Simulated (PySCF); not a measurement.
## NMR data sheet: C₉H₉P

| Item | Value |
| --- | --- |
| Formula | C9H9P |
| SMILES | Cc1cc2ccccc2[pH]1 |
| Point group of the computed structure | C1 |
| Carbon signals | 9 |
| Proton signals | 7 |

Mapped SMILES: `[CH3:1][c:2]1[cH:3][c:4]2[cH:5][cH:6][cH:7][cH:8][c:9]2[pH:10]1`. Each H is labelled by its parent atom.

Method: shielding tensors at KT3/pcSseg-1 (GIAO), geometry from PBE0-D3(BJ)/def2-SVP, in PySCF 2.14 (single conformer, isolated molecule, one averaged value for each set of equivalent atoms, no relativistic terms).

References, each an isolated molecule treated in the same way: ¹H, ¹³C vs TMS; ³¹P vs H3PO4.

| carbon | δC, type | δH (multiplicity) | HMBC from (2–3 bonds) | span of the C tensor (ppm) |
| --- | --- | --- | --- | --- |
| C1 | 21.3, CH3 | 2.40 (m) | H(C3), H(P10) | 38 |
| C2 | 140.0, C | – | H(C3), H(P10), H(C1) | 183 |
| C3 | 131.9, CH | 6.88 (m) | H(C5), H(P10), H(C1) | 139 |
| C4 | 140.5, C | – | H(C8), H(C5), H(C6), H(C3), H(P10) | 179 |
| C5 | 116.6, CH | 7.25 (m) | H(C6), H(C7), H(C3) | 187 |
| C6 | 121.0, CH | 7.08 (m) | H(C8), H(C5), H(C7) | 207 |
| C7 | 118.2, CH | 6.92 (m) | H(C8), H(C5), H(C6) | 201 |
| C8 | 123.0, CH | 7.42 (m) | H(C6), H(C7), H(P10) | 206 |
| C9 | 133.3, C | – | H(C8), H(C5), H(C7), H(C3), H(P10) | 173 |

Other nuclei:
```json
{"atoms": "H(P10)", "nucleus": "¹H", "environment": "hydrogen on a ring phosphorus", "δ (ppm)": "5.23", "σ (ppm)": "26.09"}
{"atoms": "P10", "nucleus": "³¹P", "environment": "ring phosphorus", "δ (ppm)": "-54.6", "σ (ppm)": "386.9"}
```

δC 140.5: ring-fusion aromatic carbon. δC 140.0: unsaturated ring carbon. δC 133.3: ring carbon next to a ring phosphorus. δC 131.9: unsaturated ring CH. δC 123.0, 121.0, 118.2, 116.6: aromatic CH.

Splittings by ³¹P in the carbon and heteronuclear signals aren't shown, as no couplings were computed. Shifts are as computed, not scaled to solution data. Of 1328 compounds with measured shifts, 309 miss one by over three times the rms of a fit or turn the order of signals round; such compounds aren't used in these exercises. Signals without a measured value on file couldn't be tested in this way. Experimental scales use liquid or dissolved standards, which lie at an offset from isolated H3PO4. Multiplicities follow the n + 1 count of equivalent neighbours, as no J values were calculated; m marks all less simple cases, F and P coupling included.
